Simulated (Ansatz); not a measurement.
System: C2HCl4, charge 0, multiplicity 2. It need not be the lowest isomer of its formula. 
Structure (B3LYP-D3(BJ)/def2-TZVP (Ansatz, a program for electronic structure) minimum search):
```xyz
7

C     -1.1629    -0.1605    -0.4898
C      0.2786    -0.1400    -0.1963
Cl     0.9153     1.5661    -0.2079
Cl     1.1190    -1.0700    -1.4702
Cl     0.6480    -0.8527     1.4086
Cl    -2.2812     0.4869     0.5986
H     -1.5124    -0.4120    -1.4775
```
Charge 0, spin multiplicity 2.

Parts of the frozen-core correlation energy in 6-31G* (Ansatz, hartree). Frozen orbitals: 22; correlated occupied orbitals by spin: 19 and 18; virtual: 67 and 68. Open shells are spin-unrestricted. Spin-orbit coupling is left out. Non-relativistic.

```csv
term,value
reference (HF),-1914.16740
MP2 opposite-spin,-0.55917
MP2 same-spin,-0.20818
CCSD correlation,-0.82465
(T),-0.02702
T1 diagnostic,0.013
largest doubles amplitude,0.028
<S^2> of the reference,0.768
```
